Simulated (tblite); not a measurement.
A tight-binding relaxation on `P(C=C)(C(=O)OC)C#C`.

Computed with GFN2-xTB geometry optimisation, gas phase (tblite 0.8.0). Start geometry: from a force field or distance geometry. The input is one job of a driver script: a line of settings, then coordinates in Å.

Command:
```bash
OMP_NUM_THREADS=1 python probes_run.py task.json out
```

Input:
```
{"job": {"kind": "relax", "xc": "GFN2-xTB", "basis": "xTB"}, "charge": 0, "multiplicity": 1}
C     -0.956700     2.541300    -1.032900
C     -0.801000     1.656900    -0.256400
P     -0.538000     0.291000     0.965600
C     -1.867000    -0.867100     0.379600
C     -3.161500    -0.574900     0.558400
C      0.969500    -0.487900     0.267000
O      0.995300    -1.704200     0.171200
O      2.005000     0.348000    -0.065500
C      3.148700    -0.334700    -0.588000
H     -1.120600     3.334300    -1.724400
H     -1.597300    -1.826800    -0.066800
H     -3.495500     0.352000     1.008000
H     -3.934800    -1.264300     0.233100
H      3.900900     0.420500    -0.841200
H      2.883200    -0.869800    -1.499700
H      3.562300    -1.005300     0.174700
```

Output:
```
step      E/eV     max force
  0    -733.05509    3.122
  1    -733.03001    5.986
  2    -733.19824    0.708
  3    -733.22089    0.837
  4    -733.24366    0.733
  5    -733.26166    0.484
  6    -733.27514    0.457
  7    -733.29417    0.396
  8    -733.30415    0.329
  9    -733.31180    0.225
... (90 lines left out)
100    -733.37659    0.205
101    -733.37765    0.081
102    -733.37788    0.047
103    -733.37816    0.028
104    -733.37830    0.040
105    -733.37837    0.033
106    -733.37841    0.040
107    -733.37845    0.016
108    -733.37848    0.013
109    -733.37849    0.010
```

«max force» is the largest atomic force in eV/Å.

Question: From which step on does the largest force stay under 0.1 eV/Å, and how much energy is left to gain from there?

Answer: From step 101 (0.081 eV/Å), 0.8 meV above the end.

Summary of the converged run: energy lowered by 7.5 kcal/mol over 109 steps; largest atomic force 0.010 eV/Å at the end.

Question: Give the final coordinates.

Answer: 0.451 Å rms from the input after alignment:
```
atom  x, y, z in Å
C1    -0.9215    2.4817   -0.7817
C2    -0.7235    1.5532   -0.0436
P3    -0.4719    0.2932    1.1614
C4    -1.7978   -0.8653    0.7029
C5    -2.9685   -0.5153    0.1981
C6     0.8932   -0.6103    0.2905
O7     0.9773   -1.8063    0.2068
O8     1.8042    0.2632   -0.1185
C9     2.9780   -0.2639   -0.7288
H10   -1.0865    3.2667   -1.4610
H11   -1.5625   -1.8955    0.9427
H12   -3.2039    0.5127   -0.0273
H13   -3.7339   -1.2436   -0.0164
H14    3.6667    0.5700   -0.8344
H15    2.7338   -0.6848   -1.7059
H16    3.4093   -1.0466   -0.1018
```
Labels such as C1 count atoms from 1, the log's own numbers from 0.
